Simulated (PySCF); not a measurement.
CH5NO2SW, SMILES C[O][W](=[NH])(=[O])[SH], multiplicity 1.

Geometry: B3LYP-D3(BJ)/def2-SVP. The multiplicity is an assumed one; other spin states were not compared. The def2 effective core potentials stand for the cores of W; spin–orbit coupling is left out. One conformer was computed; it need not be the lowest.

Two levels are set side by side: TDA-PBE/def2-SVPD (PySCF) and TDA-M06-2X/def2-SVPD (PySCF). Vertical, same geometry. The lowest singlet is HOMO→LUMO+1 72 %, HOMO→LUMO 23 % with PBE and HOMO−1→LUMO+1 64 % with the other functional; states are paired by order. Differences are taken from unrounded values.

| quantity | TDA-PBE |
|---|---|
| lowest singlet excitation (eV) | 4.30 |
| lowest triplet excitation (TDA) (eV) | 3.86 |

Problem. These are the TDA-PBE values. What does TDA-M06-2X give? (The exact figures need the calculation; the answer reports its results.)

Solution. 
```csv
quantity,TDA-M06-2X,TDA-PBE minus TDA-M06-2X
lowest singlet excitation (eV),4.77,-0.47
lowest triplet excitation (TDA) (eV),4.30,-0.44
```

Functionals without exact exchange tend to place singlet excitations lower, as here. Differences between two approximate levels are no errors against the true value.

Rough cost on one machine, each run with all the roots and properties that it gave: TDA-M06-2X against TDA-PBE about 8 times.
